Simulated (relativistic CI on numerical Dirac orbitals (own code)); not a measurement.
Hyperfine structure of Mn¹⁷⁺, mass number 55

Computed by Dirac-Coulomb-Breit CI, KLI orbitals optimised for each configuration, model QED, unscaled Slater integrals (own radial code, finite nucleus).

CI space (outside the closed core 1s2): 2s²2p⁴, 2s2p⁵, 2p⁶, 2p⁵3s, 2p⁵3p, 2s²2p³3s, 2p⁵3d, 2s²2p³3p, 2s²2p³3d, 2s2p⁴3s, 2s2p⁴3p, 2s2p⁴3d, 2s²2p³4s, 2s²2p³4p, 2s²2p³4d, 2s²2p³4f. Levels of other configurations are missing.

Nuclear spin I = 5/2, μ = 3.4669 μN, Q = 0.33 b (tables of Stone and Pyykkö). The electronic factors are computed for point nuclear moments, without core polarisation or the Bohr-Weisskopf and QED corrections.

| Level | E (eV) | A (GHz) | B (GHz) |
| --- | --- | --- | --- |
| 2s²2p⁴ ³P2 | 0.000 | 32.43 | 11 |
| 2s²2p⁴ ³P1 | 9.112 | -1.138 | -7.06 |
| 2s²2p⁴ ¹D2 | 18.978 | 67.53 | -25.2 |
| 2s2p⁵ ³P°2 | 108.234 | 164.1 | -14 |
| 2s2p⁵ ³P°1 | 114.795 | 134.6 | 6.77 |
| 2s2p⁵ ¹P°1 | 149.496 | 129.8 | -13.8 |
| 2s²2p³3s ⁵S°2 | 743.516 | 38.84 | 0.898 |
| 2s²2p³3s ³S°1 | 750.005 | -24.28 | 1.08 |

Levels with J = 0, under 50 % of one LS term, or S terms without an open s electron are left out. Small factors come from cancelling terms and can be off by tens of per cent or more.

At this charge energies of transitions that change n are usually good to better than 1 %, and those within a shell (Δn = 0) to a few per cent.

Task: Give the hyperfine levels of 2s²2p⁴ ³P2 relative to its centre of gravity.

Result: With K = F(F + 1) − I(I + 1) − J(J + 1), E = AK/2 + B[¾K(K + 1) − I(I + 1)J(J + 1)]/[2I(2I − 1)J(2J − 1)]: F = 1/2: -219.3, F = 3/2: -175.6, F = 5/2: -100, F = 7/2: 11.55, F = 9/2: 164.9 GHz.

LS names give the leading component of a level, which can be under half, so a name can repeat, a term be missing and a line seem to break the LS rules.
